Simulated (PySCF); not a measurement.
3-methylthioanisole, C₈H₁₀S.
Geometry (PBE0-D3(BJ)/def2-SVP, Å), atoms numbered from 1 in this order:
```
atom  x, y, z in Å
C1     3.6411   -0.6170   -0.4831
S2     2.1722   -1.5977   -0.1514
C3     0.8797   -0.3998   -0.1211
C4     1.0603    0.9730   -0.3107
C5    -0.0447    1.8245   -0.2651
C6    -1.3214    1.3284   -0.0329
C7    -1.5194   -0.0472    0.1613
C8    -2.8941   -0.5890    0.4288
C9    -0.4137   -0.8939    0.1129
H10    3.8379    0.1103    0.3182
H11    3.5774   -0.1005   -1.4521
H12    4.4741   -1.3320   -0.5207
H13    2.0503    1.3903   -0.4951
H14    0.1027    2.8968   -0.4165
H15   -2.1762    2.0088   -0.0016
H16   -3.6162   -0.2334   -0.3222
H17   -2.9057   -1.6877    0.4185
H18   -3.2633   -0.2590    1.4134
H19   -0.5543   -1.9689    0.2594
```

Level of theory: PySCF 2.14.0, PBE0-D3(BJ)/def2-SVP geometry optimisation, gas phase.

Take the most abundant isotopes and a rigid rotor. The values belong to one conformer with, in the numbering `[CH3:1][S:2][c:3]1[cH:4][cH:5][cH:6][c:7]([CH3:8])[cH:9]1`, C1–S2–C3–C4 0°.

Q: Give the principal moments of inertia and the rotational constants in MHz.

A: Ia = 165.45, Ib = 585.19, Ic = 744.20 u·Å²; 505379 MHz·u·Å²/I gives A = 3055, B = 863.6, C = 679.1 MHz.

Q: What kind of rotor is it?

A: An asymmetric top. Ray's parameter κ = (2B − A − C)/(A − C) = -0.845; −1 is the prolate and +1 the oblate limit.

Q: What does the inertial defect say?

A: Not planar: Δ = Ic − Ia − Ib = -6.44 u·Å². For a rigid frame Δ = −2 Σ m c², so Σ m c² = 3.22 u·Å² lies off the ab plane, practically all of it from hydrogen. The atom farthest from that plane is 0.96 Å away.

Q: Give the other two planar moments, Paa and Pbb, and the rms extents of the mass along the axes.

A: Paa = Σ m a² = (Ib + Ic − Ia)/2 = 581.97 and Pbb = Σ m b² = (Ia + Ic − Ib)/2 = 162.23 u·Å². With the mass M = 138.05 u, the rms extents √(P/M) along a, b and c are 2.05, 1.08, 0.15 Å.

Q: List the rotational levels J(Ka,Kc) to J = 5 (cm⁻¹).

A: Above 0(0,0):
J = 1: 1(0,1) 0.0515, 1(1,1) 0.1245, 1(1,0) 0.1307
J = 2: 2(0,2) 0.1540, 2(1,2) 0.2213, 2(1,1) 0.2398, 2(2,1) 0.4590, 2(2,0) 0.4594
J = 3: 3(0,3) 0.3069, 3(1,3) 0.3662, 3(1,2) 0.4031, 3(2,2) 0.6134, 3(2,1) 0.6152, 3(3,1) 0.9944, 3(3,0) 0.9944
J = 4: 4(0,4) 0.5091, 4(1,4) 0.5590, 4(1,3) 0.6205, 4(2,3) 0.8189, 4(2,2) 0.8244, 4(3,2) 1.2009, 4(3,1) 1.2010, 4(4,1) 1.7334, 4(4,0) 1.7334
J = 5: 5(0,5) 0.7593, 5(1,5) 0.7995, 5(1,4) 0.8914, 5(2,4) 1.0754, 5(2,3) 1.0880, 5(3,3) 1.4594, 5(3,2) 1.4598, 5(4,2) 1.9915, 5(4,1) 1.9915, 5(5,1) 2.6762, 5(5,0) 2.6762
Those of J = 1 are B + C, A + C and A + B.

Q: Which types of transition are allowed, and where do some lines up to J = 5 fall?

A: The dipole components are |μa| = 0.14 D, |μb| = 1.01 D, |μc| = 0.02 D. The squared components, which scale the intensities, stand as 0.02 : 1.00 : 0.00 (a : b : c). Some lines, for components of 0.1 D or more:

| type | branch | J(Ka,Kc) | MHz | lower level (cm⁻¹) |
| --- | --- | --- | --- | --- |
| b | Q | 2(1,1) ← 2(0,2) | 2571 | 0.154 |
| b | R | 1(1,1) ← 0(0,0) | 3734 | 0.000 |
| a | R | 3(2,2) ← 2(2,1) | 4628 | 0.459 |
| b | Q | 2(2,0) ← 2(1,1) | 6584 | 0.240 |
| a | R | 5(1,5) ← 4(1,4) | 7208 | 0.559 |
| a | R | 5(3,3) ← 4(3,2) | 7748 | 1.201 |
| a | R | 5(3,2) ← 4(3,1) | 7757 | 1.201 |
| b | R | 5(1,5) ← 4(0,4) | 8705 | 0.509 |
| b | R | 5(2,4) ← 4(1,3) | 13638 | 0.620 |
| b | R | 4(3,1) ← 3(2,2) | 17617 | 0.613 |

Whether it is a minimum is left open (no frequencies). Constants of a rigid frame at the computed geometry: no zero-point averaging, no centrifugal distortion. A rigid rotor knows nothing of internal rotation, which can split or shift real lines.
